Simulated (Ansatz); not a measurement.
`B[SiH2]C(=N)O`, relaxed with RKS PBE0-D4/def2-TZVP in the Gaussian-basis code of Ansatz from a PBE-D4/def2-SVP geometry. The force threshold is 0.005 eV/Å; the program also tests the step.

Charge 0, multiplicity 1.

Start:

```xyz
11

B    -0.174    1.773    1.242
Si   -0.495   -0.183    0.908
C     0.269   -0.794   -0.742
N     1.175   -1.699   -0.740
O    -0.247   -0.123   -1.818
H    -0.261    2.239    2.362
H     0.059    2.539    0.326
H    -2.002   -0.293    0.788
H    -0.044   -1.103    2.006
H     1.517   -1.913   -1.700
H     0.203   -0.443   -2.631
```

```csv
step,energy (eV),largest force (eV/Å),largest move (Å)
1,-13216.9382,1.101,0.000
2,-13216.9814,0.331,0.029
3,-13216.9841,0.150,0.025
4,-13216.9847,0.152,0.045
5,-13216.9871,0.030,0.025
6 (rejected),-13216.9870,0.079,0.034
7,-13216.9874,0.018,0.017
8,-13216.9879,0.031,0.059
9,-13216.9881,0.030,0.021
10,-13216.9883,0.046,0.058
11 (rejected),-13216.9878,0.090,0.032
12,-13216.9885,0.020,0.015
13,-13216.9886,0.012,0.006
14,-13216.9886,0.005,0.005
15,-13216.9886,0.007,0.004
16,-13216.9886,0.004,0.002
```

End:

```xyz
11

B    -0.134    1.758    1.252
Si   -0.531   -0.176    0.885
C     0.242   -0.780   -0.745
N     1.231   -1.566   -0.724
O    -0.350   -0.243   -1.842
H    -0.330    2.208    2.342
H     0.263    2.501    0.405
H    -2.015   -0.278    0.760
H    -0.069   -1.084    1.963
H     1.586   -1.795   -1.657
H     0.107   -0.545   -2.639
```

Run time 51 s (4 threads of an Arm Neoverse V1 on a shared host); peak host memory 0.47 GiB.
